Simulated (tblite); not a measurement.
Species: C5H7BrCl2Ge.
SMILES with atom numbers: `[Cl:1][CH2:2][Ge@@H:3]1[CH:4]=[C:5]([Br:6])[CH2:7][C@@H:8]1[Cl:9]` (hydrogens: H10, H11 on C2; H12 on Ge3; H13 on C4; H14, H15 on C7; H16 on C8)

Computed with GFN2-xTB (tblite), gas phase: L-BFGS steps from a force-field or distance-geometry start until the largest atomic force falls under 0.01 eV/Å.

Step 56: E = -798.4147 eV
```
atom  x, y, z in Å  |  force x, y, z in eV/Å
Cl1    -3.5830   -1.1987    0.0708   -0.003   0.016   0.012
C2     -2.4522    0.1322   -0.2418    0.034   0.045  -0.008
Ge3    -0.6774   -0.7448   -0.4713    0.018   0.004   0.020
C4      0.3002   -0.9749    1.2016    0.023  -0.075  -0.033
C5      1.3808   -0.2063    1.1962   -0.028   0.000   0.044
Br6     2.5931   -0.1656    2.6718    0.018   0.042  -0.025
C7      1.7203    0.7156    0.0636   -0.009   0.009   0.023
C8      0.8341    0.4112   -1.1438   -0.008   0.053  -0.036
Cl9     0.2277    1.9111   -1.9000   -0.039  -0.022   0.059
H10    -2.4793    0.8013    0.6149    0.005   0.004  -0.013
H11    -2.7923    0.6665   -1.1246   -0.013  -0.018  -0.017
H12    -0.8829   -2.0104   -1.2646    0.007  -0.014  -0.015
H13     0.0533   -1.6195    2.0288    0.000   0.046  -0.024
H14     1.5582    1.7457    0.3956    0.003  -0.018   0.029
H15     2.7812    0.6288   -0.1869   -0.021  -0.025   0.005
H16     1.4105   -0.0832   -1.9219    0.016  -0.048  -0.022
```

Step 57: E = -798.4161 eV
```
atom  x, y, z in Å  |  force x, y, z in eV/Å
Cl1    -3.5720   -1.2125    0.0835   -0.020   0.010   0.014
C2     -2.4597    0.1275   -0.2511    0.067   0.036   0.000
Ge3    -0.6779   -0.7399   -0.4706    0.026   0.001  -0.007
C4      0.2942   -0.9646    1.2056   -0.013  -0.059  -0.035
C5      1.3803   -0.2049    1.1994   -0.014  -0.019   0.014
Br6     2.5956   -0.1700    2.6714    0.018   0.046  -0.010
C7      1.7308    0.7048    0.0607   -0.011   0.050   0.022
C8      0.8324    0.4205   -1.1424   -0.025   0.062  -0.037
Cl9     0.2186    1.9344   -1.8693   -0.035  -0.045   0.080
H10    -2.4869    0.8048    0.5999   -0.009   0.007  -0.041
H11    -2.8075    0.6457   -1.1406   -0.012  -0.014   0.006
H12    -0.8691   -2.0145   -1.2553    0.001   0.005  -0.013
H13     0.0336   -1.5986    2.0359    0.012   0.023   0.000
H14     1.5921    1.7383    0.3926    0.010  -0.009   0.027
H15     2.7880    0.5964   -0.1956   -0.015  -0.031   0.004
H16     1.3999   -0.0584   -1.9358    0.019  -0.063  -0.025
```

Step 58: E = -798.4176 eV
```
atom  x, y, z in Å  |  force x, y, z in eV/Å
Cl1    -3.5611   -1.2235    0.0976   -0.029   0.008   0.014
C2     -2.4647    0.1232   -0.2610    0.082   0.019   0.006
Ge3    -0.6771   -0.7359   -0.4704    0.026  -0.005  -0.036
C4      0.2886   -0.9565    1.2090   -0.048  -0.041  -0.036
C5      1.3790   -0.2044    1.2029    0.013  -0.016  -0.028
Br6     2.5981   -0.1707    2.6713    0.010   0.043   0.000
C7      1.7393    0.6942    0.0583    0.002   0.076   0.011
C8      0.8301    0.4313   -1.1422   -0.025   0.037  -0.012
Cl9     0.2079    1.9573   -1.8371   -0.035  -0.054   0.091
H10    -2.4924    0.8098    0.5825   -0.019   0.014  -0.055
H11    -2.8212    0.6245   -1.1568   -0.006  -0.010   0.022
H12    -0.8576   -2.0207   -1.2443   -0.002   0.024  -0.014
H13     0.0158   -1.5804    2.0415    0.017  -0.004   0.029
H14     1.6250    1.7301    0.3916    0.015   0.004   0.018
H15     2.7924    0.5632   -0.2045   -0.017  -0.030   0.008
H16     1.3901   -0.0324   -1.9499    0.014  -0.064  -0.019
```

Step 59: E = -798.4192 eV
```
atom  x, y, z in Å  |  force x, y, z in eV/Å
Cl1    -3.5493   -1.2335    0.1141   -0.026   0.017   0.014
C2     -2.4678    0.1186   -0.2723    0.071  -0.002   0.005
Ge3    -0.6754   -0.7328   -0.4716    0.018  -0.012  -0.056
C4      0.2826   -0.9493    1.2121   -0.049  -0.010  -0.032
C5      1.3776   -0.2044    1.2064    0.017  -0.015  -0.067
Br6     2.6003   -0.1679    2.6724   -0.010   0.035  -0.001
C7      1.7476    0.6835    0.0559    0.014   0.085  -0.003
C8      0.8272    0.4438   -1.1426   -0.003  -0.009   0.018
Cl9     0.1948    1.9817   -1.7996   -0.037  -0.056   0.094
H10    -2.4972    0.8177    0.5608   -0.022   0.018  -0.060
H11    -2.8351    0.6008   -1.1746    0.007  -0.010   0.034
H12    -0.8474   -2.0289   -1.2306   -0.002   0.043  -0.022
H13    -0.0018   -1.5641    2.0464    0.022  -0.025   0.053
H14     1.6613    1.7212    0.3919    0.018   0.009   0.000
H15     2.7953    0.5262   -0.2144   -0.015  -0.024   0.012
H16     1.3796   -0.0036   -1.9659   -0.004  -0.045   0.012
```

Question: Estimate the geometry and energy of step 60. (The exact step hangs on the optimiser's Hessian estimate; all steps are aligned on step 59, rigid shifts and turns removed.)

Answer: E = -798.4207 eV, largest force 0.092 eV/Å
```
atom  x, y, z in Å  |  force x, y, z in eV/Å
Cl1    -3.5425   -1.2326    0.1262   -0.024   0.011   0.019
C2     -2.4648    0.1172   -0.2800    0.046  -0.022   0.007
Ge3    -0.6724   -0.7338   -0.4744    0.005  -0.013  -0.051
C4      0.2814   -0.9497    1.2113   -0.056   0.005  -0.021
C5      1.3759   -0.2051    1.2082    0.031  -0.001  -0.084
Br6     2.6008   -0.1584    2.6737   -0.034   0.021  -0.010
C7      1.7492    0.6785    0.0550    0.026   0.038  -0.010
C8      0.8246    0.4518   -1.1436    0.006  -0.066   0.064
Cl9     0.1837    1.9938   -1.7730   -0.055  -0.020   0.071
H10    -2.4952    0.8261    0.5440   -0.015   0.029  -0.045
H11    -2.8394    0.5859   -1.1857    0.016   0.002   0.017
H12    -0.8462   -2.0373   -1.2198    0.003   0.044  -0.040
H13    -0.0086   -1.5608    2.0457    0.021  -0.041   0.070
H14     1.6798    1.7146    0.3950    0.014   0.054  -0.012
H15     2.7920    0.5041   -0.2197    0.022  -0.012   0.008
H16     1.3741    0.0146   -1.9746   -0.006  -0.030   0.018
```

The energy changes by -0.0016 eV. The first-order estimate −F·Δx gives -0.0023 eV and the mean of the old and new forces, exact on a quadratic surface, -0.0016 eV. The step makes an angle of 81° with the force vector and moves no atom by more than 0.031 Å.

What follows is the cost of the whole relaxation. The run took 1.6 s on an Arm Neoverse V1 with one thread, shared host with 64 logical CPUs at a one-minute load of 22.
